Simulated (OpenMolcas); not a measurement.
Pt5+: moving or changing the point charges

Pt5+ among 4 point charges of -2.5 e arranged as a tetrahedron (Td), 1.89 Å from the ion.
```
   1.0912    1.0912    1.0912  -2.50
   1.0912   -1.0912   -1.0912  -2.50
  -1.0912    1.0912   -1.0912  -2.50
  -1.0912   -1.0912    1.0912  -2.50
```

```yaml
Program: OpenMolcas
Method: CASSCF
Basis: ANO-RCC-VDZP [7s6p4d2f]
Scalar_Hamiltonian: DKH2, point nucleus
Active_space: 5 electrons in 5 orbitals (5d)
State_averaging: 2S+1 = 6 even, 1 root; 2S+1 = 4 even, 24 roots; 2S+1 = 2 even, 75 roots
Spin-orbit_coupling: state interaction with AMFI integrals over the reference wave functions
```

Runs around this geometry, states (labels of Td). Energies in cm-1 above the lowest state or level, χT in cm3 K/mol; 10Dq and B are least-squares fits to the states below 45000 cm-1, weighted by degeneracy, with a free offset, and given where the rms deviation is under 5 % of |10Dq| (or 100 cm-1) and under 700 cm-1; 10Dq is negative for this site.

```tsv
R (Å)	q (e)	Ground state	10Dq	B (rms of fit)	First gap with spin-orbit (degeneracies)	χT at 300 K	First state of another spin
1.89	-1.62	6A1	-3131	971 (25)	51.7 (4, 2)	4.034	4T1 28622
1.75	-2.5	6A1	-5992	955 (89)	63.4 (4, 2)	4.014	4T1 26037
1.89	-2.5	6A1	-4399	965 (46)	59.0 (4, 2)	4.026	4T1 27544
2.06	-2.5	6A1	-3055	970 (26)	48.5 (4, 2)	4.036	4T1 28666
```

Taking |10Dq| as R^-n, n = -ln(3055 / 5992) / ln(2.06 / 1.75) = 4.1 between the shortest and longest distance. The point-charge formula for a cubic d site gives n = 5.

Scaling the charges by -1.62 / -2.5 = 0.65 scales |10Dq| by 3131 / 4399 = 0.71; with fixed orbitals a first-order splitting would follow the charge.

Without dynamic correlation the repulsion within the d shell is too large (B by tens of per cent), so at a given field states of lower spin stand too high. Point charges give a weaker field than real ligands, and real ions of this kind are as a rule low spin; the high spin found here belongs to the model. This is an electrostatic model: the charges have no orbitals. No measured value stands beside these numbers.
